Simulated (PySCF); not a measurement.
Sn(I)(OH) (HIOSn), SMILES [I][Sn][OH] (connectivity only; charge and spin as stated), neutral, multiplicity 1.

The structure is a stationary point at PBE-D3(BJ)/def2-SVP. The def2 effective core potentials stand for the cores of I, Sn; spin–orbit coupling is left out. One conformer was computed; it need not be the lowest.

Level of theory: TDDFT-ωB97X/def2-SVPD run with PySCF.

Vertical excitations. Isolated molecule, no solvent. State labels are in the subgroup Cs.

| state | symmetry | energy (eV) | λ (nm) | f | main pairs |
|---|---|---|---|---|---|
| S1 | A" | 3.70 | 335 | 0.019 | HOMO→LUMO 88 % |
| S2 | A" | 4.12 | 301 | 0.003 | HOMO−2→LUMO 88 % |
| S3 | A' | 4.37 | 284 | 0.013 | HOMO−1→LUMO 92 % |
| S4 | A' | 5.33 | 233 | 0.041 | HOMO→LUMO+1 70 %, HOMO−2→LUMO+1 19 % |
| S5 | A" | 5.35 | 232 | 0.008 | HOMO−3→LUMO 88 % |
| S6 | A" | 5.46 | 227 | 0.013 | HOMO−1→LUMO+1 84 % |
| S7 | A' | 5.73 | 216 | 0.030 | HOMO−4→LUMO 67 %, HOMO→LUMO+2 15 %, HOMO−2→LUMO+1 11 % |
| S8 | A' | 6.17 | 201 | 0.491 | HOMO−2→LUMO+1 52 %, HOMO−4→LUMO 13 %, HOMO→LUMO+1 11 %, HOMO−2→LUMO+2 11 % |
| S9 | A' | 6.25 | 198 | 0.091 | HOMO→LUMO+2 57 %, HOMO−2→LUMO+2 22 %, HOMO−4→LUMO 11 % |
| S10 | A" | 6.48 | 191 | 0.000 | HOMO−1→LUMO+2 88 % |
| T1 | A" | 3.01 | 412 | 0 | HOMO→LUMO 64 %, HOMO−2→LUMO 30 % |
| T2 | A' | 3.94 | 314 | 0 | HOMO−1→LUMO 96 % |
| T3 | A" | 4.00 | 310 | 0 | HOMO−2→LUMO 67 %, HOMO→LUMO 30 % |
| T4 | A' | 4.58 | 270 | 0 | HOMO→LUMO+1 72 %, HOMO−2→LUMO+1 21 % |
Triplets are in the Tamm–Dancoff approximation, which puts them higher than full response would, so one can lie above its singlet here.
